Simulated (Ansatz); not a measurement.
AlCl₃. The state is a singlet with charge 0. Geometry PBE-D4/def2-TZVP, basis def2-TZVP, Ansatz.

```xyz
4

Al    0.0000    0.0000    0.0000
Cl   -1.2832   -1.6376   -0.1290
Cl    1.3566    0.1394    1.5765
Cl   -0.0734    1.4982   -1.4475
```

```json
{"run": "A", "HOMO (eV)": "-8.40", "LUMO (eV)": "-1.91"}
{"run": "B", "HOMO (eV)": "-11.62", "LUMO (eV)": "0.39"}
{"run": "C", "HOMO (eV)": "-9.63", "LUMO (eV)": "-1.14"}
{"run": "D", "HOMO (eV)": "-9.39", "LUMO (eV)": "-1.39"}
{"run": "E", "HOMO (eV)": "-8.11", "LUMO (eV)": "-2.54"}
{"run": "F", "HOMO (eV)": "-7.96", "LUMO (eV)": "-2.24"}
```

**Question.** The runs used B97M-V, LDA (SPW92), PBE, PBE0, r2SCAN0, ωB97M-V. Estimate which is which.

**Answer.** A B97M-V (0 % exact exchange); B ωB97M-V (range-separated); C r2SCAN0 (25 % exact exchange); D PBE0 (25 % exact exchange); E LDA (SPW92) (0 % exact exchange); F PBE (0 % exact exchange). Exact exchange lowers occupied and raises empty levels; among semilocal functionals meta-GGAs tend to open the gap a little, and such runs are hard to tell apart. The gap grows from 5.56 eV (LDA (SPW92)) to 12.01 eV (ωB97M-V).
